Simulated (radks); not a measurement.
Values are calculated unless marked as measured or tabulated.
Question: Ionisation of neutral palladium, [Kr] 4d10, to [Kr] 4d9 as the strength of local exchange is varied. Code: a radial shooting solver on a logarithmic mesh with Libxc functionals. Model: Dirac Kohn-Sham, Slater X-alpha exchange (alpha = 2/3 is LDA exchange), no correlation, spin-unpolarised, spherical densities, point nucleus.

| alpha | E(Pd) (hartree) | exchange (hartree) | IE (eV) | -e of the level emptied (eV) | <r> of it (bohr) |
|---|---|---|---|---|---|
| 0.641 | -5032.63628 | -129.63359 | 7.631 | 2.792 (4d5/2) | 1.644 |
| 0.667 | -5037.89734 | -135.04152 | 7.937 | 3.022 (4d5/2) | 1.629 |
| 0.741 | -5052.90310 | -150.49696 | 8.847 | 3.720 (4d5/2) | 1.590 |
| 0.787 | -5062.25482 | -160.15180 | 9.442 | 4.187 (4d5/2) | 1.566 |
| 0.921 | -5089.60071 | -188.48324 | 11.301 | 5.689 (4d5/2) | 1.505 |
| 1.006 | -5107.02707 | -206.61343 | 12.578 | 6.751 (4d5/2) | 1.469 |
| 1.035 | -5112.98674 | -212.82712 | 13.031 | 7.133 (4d5/2) | 1.458 |
| ? | -5073.86813 | -172.16572 | 10.210 | 4.800 (4d5/2) | 1.539 |

Which alpha was used in the last row?

Answer: alpha = 0.844. NIST Atomic Spectra Database: 8.337 eV (measured). The Delta-SCF value meets it near alpha = 0.70. Spin polarisation and multiplet splitting are left out, so open shells lie too high by an amount that depends on their filling.

Beside tabulated values, note that spin-unpolarised runs miss the spin-polarisation part of the exchange energy of open shells.
